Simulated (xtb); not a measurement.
CH2NO, doublet, geometry from GFN2-xTB; GFN1-xTB with ALPB(dmf) (xtb).

Input for xtb:
```
$ xtb mol.xyz --gfn 1 --uhf 1 --alpb dmf --json

# file mol.xyz
5

O     -0.26239492     1.20792016    -0.01400583
C     -0.41467571     0.01679901     0.00061495
N      0.43485650    -0.99377497     0.01109142
H      0.09501155    -1.93993374     0.02313653
H      1.44820656    -0.86779678     0.00758046
```

### Question
Predict the main parts of the log of this xtb run.

### Answer

```
   ID    Z sym.   atoms
    1    8 O      1
    2    6 C      2
    3    7 N      3
    4    1 H      4, 5

           -------------------------------------------------
          |                Calculation Setup                |
           -------------------------------------------------

           -------------------------------------------------
          |                 G F N 1 - x T B                 |
           -------------------------------------------------

      * Solvation model:               ALPB
        Solvent                        dmf
        Parameter file                 internal GFN1-xTB/ALPB
        Dielectric constant                3.7000E+01
        Reference state                gsolv [1 M gas/solution]
        Free energy shift                  7.9351E-03 Eh       4.9794E+00 kcal/mol
        Temperature                        2.9815E+02 K
        Density                            9.5000E-01 kg/L
        Solvent mass                       7.3100E+01 g/mol
        Interaction kernel             P16
        Born radius scaling (c1)           1.8847E+00
        Born radii integrator          GBOBC
        Born offset                        0.0000E+00 a0       0.0000E+00 AA
        H-bond correction              true
        Ion screening                  false
        Surface tension                    1.0000E-05 Eh       1.5569E+01 dyn/cm
        Grid points                               230 per atom

          ...................................................
          :                      SETUP                      :
          :.................................................:
          :  # basis functions                  16          :
          :  # atomic orbitals                  16          :
          :  # shells                           10          :
          :  # electrons                        17          :
          :  # halogen bonds                     0          :
          :  max. iterations                   250          :
          :  Hamiltonian                  GFN1-xTB          :
          :  restarted?                      false          :
          :  GBSA solvation                   true          :
          :  PC potential                    false          :
          :  electronic temp.          300.0000000     K    :
          :  accuracy                    1.0000000          :
          :  -> integral cutoff          0.2500000E+02      :
          :  -> integral neglect         0.1000000E-07      :
          :  -> SCF convergence          0.1000000E-05 Eh   :
          :  -> wf. convergence          0.2000000E-04 e    :
          :  Broyden damping             0.4000000          :
          :  net charge                          0          :
          :  unpaired electrons                  1          :
          ...................................................

 iter      E             dE          RMSdq      gap      omega  full diag
   1    -11.0861604 -0.110862E+02  0.752E+00    3.00       0.0  T
   2    -11.1365888 -0.504284E-01  0.443E+00    2.81       1.0  T
   3    -11.1365623  0.264867E-04  0.177E+00    2.83       1.0  T
   4    -11.1378177 -0.125536E-02  0.139E-01    2.81       1.0  T
   5    -11.1379110 -0.933219E-04  0.675E-03    2.82       6.6  T
   6    -11.1379111 -0.940325E-07  0.220E-03    2.82      20.3  T
   7    -11.1379111 -0.279412E-07  0.326E-04    2.82     137.0  T
   8    -11.1379111 -0.191442E-09  0.133E-04    2.82     336.8  T
   9    -11.1379111 -0.869633E-10  0.507E-05    2.82     882.3  T

   *** convergence criteria satisfied after 9 iterations ***

         :::::::::::::::::::::::::::::::::::::::::::::::::::::
         ::                     SUMMARY                     ::
         :::::::::::::::::::::::::::::::::::::::::::::::::::::
         :: total energy             -11.032649545774 Eh    ::
         :: total w/o Gsasa/hb       -11.025608895038 Eh    ::
         :: gradient norm              0.030732772674 Eh/a0 ::
[...]
         :: -> electrostatic           0.061736939908 Eh    ::
         :: -> Gsolv                  -0.016994374340 Eh    ::
         ::    -> Gelec               -0.009953723604 Eh    ::
         ::    -> Gsasa               -0.009213106072 Eh    ::
         ::    -> Ghb                 -0.005762676919 Eh    ::
         ::    -> Gshift               0.007935132256 Eh    ::
         :: repulsion energy           0.106044700829 Eh    ::
         :: dispersion energy         -0.000783152031 Eh    ::
         :: halogen bond corr.         0.000000000000 Eh    ::
         :: add. restraining           0.000000000000 Eh    ::
         :: total charge              -0.000000000000 e     ::
         :::::::::::::::::::::::::::::::::::::::::::::::::::::

           -------------------------------------------------
          |                Property Printout                |
           -------------------------------------------------

    * Orbital Energies and Occupations

         #    Occupation            Energy/Eh            Energy/eV
      -------------------------------------------------------------
         1        2.0000           -0.7956238             -21.6500
         2        2.0000           -0.7829875             -21.3062
         3        2.0000           -0.6317800             -17.1916
         4        2.0000           -0.6016350             -16.3713
         5        2.0000           -0.5816030             -15.8262
         6        2.0000           -0.5782008             -15.7336
         7        2.0000           -0.5304038             -14.4330
         8        2.0000           -0.4606319             -12.5344
         9        1.0000           -0.3286329              -8.9426 (HOMO)
        10                         -0.2250327              -6.1235 (LUMO)
        11                         -0.1215344              -3.3071
        12                         -0.0676891              -1.8419
        13                          0.2646997               7.2028
        14                          0.3355431               9.1306
        15                          0.4474511              12.1758
        16                          0.7857777              21.3821
      -------------------------------------------------------------
                  HL-Gap            0.1036002 Eh            2.8191 eV
             Fermi-level           -0.3357326 Eh           -9.1357 eV

  Mulliken/CM5 charges         n(s)   n(p)   n(d)
     1O    -0.50287 -0.54003   1.743  4.759  0.000
     2C     0.38326  0.49011   1.069  2.548  0.000
     3N    -0.40723 -0.85324   1.425  3.983  0.000
     4H     0.25380  0.44493   0.746  0.000  0.000
     5H     0.27304  0.45823   0.727  0.000  0.000

Wiberg/Mayer (AO) data.
largest (>0.10) Wiberg bond orders for each atom

 ---------------------------------------------------------------------------
     #   Z sym  total        # sym  WBO       # sym  WBO       # sym  WBO
 ---------------------------------------------------------------------------
     1   8 O    2.052 --     2 C    1.870     3 N    0.154
     2   6 C    3.297 --     1 O    1.870     3 N    1.366
     3   7 N    3.295 --     2 C    1.366     4 H    0.902     5 H    0.873
                             1 O    0.154
     4   1 H    0.956 --     3 N    0.902
     5   1 H    0.928 --     3 N    0.873
 ---------------------------------------------------------------------------

Topologies differ in total number of bonds
Writing topology from bond orders to xtbtopo.mol

 dipole moment from electron density (au)
     X       Y       Z
   0.6867  -2.0120   0.0228  total (Debye):    5.404

           -------------------------------------------------
          | TOTAL ENERGY              -11.032649545774 Eh   |
          | GRADIENT NORM               0.030732772674 Eh/α |
          | HOMO-LUMO GAP               2.819104364017 eV   |
           -------------------------------------------------

normal termination of xtb
```
